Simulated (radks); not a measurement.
Values are calculated unless marked as measured or tabulated.
Q: These are the eigenvalues of the occupied orbitals of an atom or ion with whole-number occupations (eV). Level of theory: Dirac Kohn-Sham, PBE, spin-unpolarised, spherical densities, finite nucleus; Fermi nuclear charge, rms radius of each element as measured or else 0.836 A^(1/3) + 0.57 fm (a radial shooting solver on a logarithmic mesh with Libxc functionals).

| orbital | eigenvalue |
|---|---|
| 1s1/2 | -5398.246 |
| 2s1/2 | -637.4210 |
| 2p1/2 | -542.6536 |
| 2p3/2 | -535.5558 |
| 3s1/2 | -103.7585 |
| 3p1/2 | -77.8419 |
| 3p3/2 | -76.9764 |
| 3d3/2 | -36.9889 |

Which element is it, and in what charge state? The configuration may be excited. Open shells, if any, fill j = l - 1/2 first.

A: Z = 23, vanadium, charge +3: V3+ in [Ar] 3d2. The list shows which subshells hold electrons but not how many an open one holds; the 1s level, -198.38 hartree, gives Z - s = 19.9 by -(Z - s)^2/2, which with screening and relativity narrows Z to a few neighbours, and the depths of the outer levels then fix element, charge and occupations together.
